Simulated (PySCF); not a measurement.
This PySCF input asks for the NMR shieldings of `InChI=1S/C3H10O3SSi/c1-7(4,5)3-6-8-2/h3,8H2,1-2H3`; the geometry comes from GFN2-xTB.

```python
import basis_set_exchange as bse
import numpy as np
from pyscf import gto, dft
from pyscf.prop import nmr

atoms = """
C    -2.863734   -0.874874    0.359815
Si   -1.274570   -0.243494   -0.459528
O    -0.617259    0.499058    0.858824
C     0.416021    1.377943    0.869820
S     1.688401    0.797796   -0.302084
C     2.307733   -0.746788    0.414960
O     1.004892    0.499325   -1.533908
O     2.766568    1.745952   -0.358517
H    -3.498459   -0.065002    0.702229
H    -3.430746   -1.454697   -0.358459
H    -2.662921   -1.514226    1.212741
H    -0.513351   -1.421303   -0.877991
H    -1.605093    0.682982   -1.533986
H     0.132205    2.376102    0.521638
H     0.875085    1.437439    1.858903
H     2.813074   -1.298458   -0.367597
H     2.995692   -0.487664    1.208596
H     1.457703   -1.303771    0.786272
"""
names = dict.fromkeys(["C", "Si", "O", "S", "H"], "pcSseg-1")
basis = {el: gto.basis.parse(bse.get_basis(n, elements=[el], fmt="nwchem")) for el, n in names.items()}
mol = gto.M(atom=atoms, basis=basis, charge=0, verbose=0)
mf = dft.RKS(mol, xc="PBE0")
mf.grids.level = 2
mf.grids.alignment = dft.numint.BLKSIZE   # the property module wants whole blocks of grid points
mf.conv_tol = 1e-9
mf.kernel()

calc = nmr.RKS(mf)   # GIAO
C = mf.mo_coeff
Co = C[:, mf.mo_occ > 0]
resp = mf.gen_response(singlet=True, hermi=2)
def vind(x):   # induced exchange potential for any number of trial vectors
    d = np.einsum("pi,xij,qj->xpq", C, 2 * x.reshape(-1, C.shape[1], Co.shape[1]), Co, optimize=True)
    return np.einsum("xpq,pi,qj->xij", resp(d - d.transpose(0, 2, 1)), C, Co, optimize=True).ravel()
mo1, _ = nmr.rhf.solve_mo1(calc, with_cphf=vind)
sigma = calc.kernel(mo1)
for i, s in enumerate(sigma):   # ppm
    w = np.linalg.eigvalsh((s + s.T) / 2)
    print("%2d %-2s iso %8.1f  s11 %8.1f  s22 %8.1f  s33 %8.1f" % (i, mol.atom_pure_symbol(i), w.mean(), *w))
```

**Question.** What does it print?

**Answer.** 
```
 0 C  iso    186.4  s11    175.7  s22    189.5  s33    194.1
 1 Si iso    369.1  s11    325.7  s22    361.2  s33    420.5
 2 O  iso    317.9  s11    288.9  s22    306.1  s33    358.8
 3 C  iso    102.1  s11     78.8  s22     95.1  s33    132.4
 4 S  iso    194.3  s11     46.0  s22    197.5  s33    339.4
 5 C  iso    144.5  s11    110.4  s22    132.5  s33    190.6
 6 O  iso    127.0  s11     58.5  s22    126.1  s33    196.3
 7 O  iso    126.7  s11     53.1  s22    116.6  s33    210.4
 8 H  iso     31.5  s11     27.3  s22     29.2  s33     38.0
 9 H  iso     32.2  s11     28.1  s22     28.8  s33     39.6
10 H  iso     31.5  s11     27.4  s22     29.7  s33     37.5
11 H  iso     26.6  s11     21.9  s22     28.0  s33     29.9
12 H  iso     26.6  s11     22.2  s22     26.7  s33     30.9
13 H  iso     27.3  s11     22.9  s22     26.7  s33     32.2
14 H  iso     27.1  s11     23.6  s22     26.6  s33     31.1
15 H  iso     29.0  s11     26.1  s22     27.1  s33     33.8
16 H  iso     29.4  s11     25.9  s22     27.1  s33     35.3
17 H  iso     28.8  s11     24.7  s22     29.5  s33     32.2
```

These numbers come from an equivalent density-fitted implementation of the same equations, which agrees with the script to about 0.01 ppm for H and up to a few tenths of a ppm for heavy atoms, so last digits may differ.

Size and cost of the density-fitted run: 200 basis functions, 46 s wall time on 1 thread of an Arm Neoverse V1, shared host; peak memory 0.9 GiB.
